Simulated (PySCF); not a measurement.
Al(Cl)(GeH3)(Me) (CH6AlClGe), SMILES [CH3][Al]([Cl])[GeH3].

The structure is a stationary point at B3LYP-D3(BJ)/def2-SVP. The structure was generated by enumeration; whether it is a known compound was not checked.

Two levels are set side by side: PBE/def2-TZVP (PySCF) and HF/def2-TZVP (PySCF). Same geometry, gas phase. Differences are taken from unrounded values.

```csv
quantity,HF,PBE,PBE minus HF
orbital gap (eV),11.31,4.15,-7.17
highest occupied level (eV),-10.12,-6.46,3.66
lowest empty level (eV),1.19,-2.32,-3.51
dipole moment (D),1.88,1.75,-0.13
mean polarisability (bohr³),79.1,89.4,10.3
```

PBE's occupied levels lie high since its potential decays too fast outside the molecule; exact exchange lowers them and widens the gap. Loosely held outer electrons make PBE densities more polarisable. Differences between two approximate levels are no errors against the true value.

Rough cost on one machine, each run with all the roots and properties that it gave: HF against PBE about 1/3.
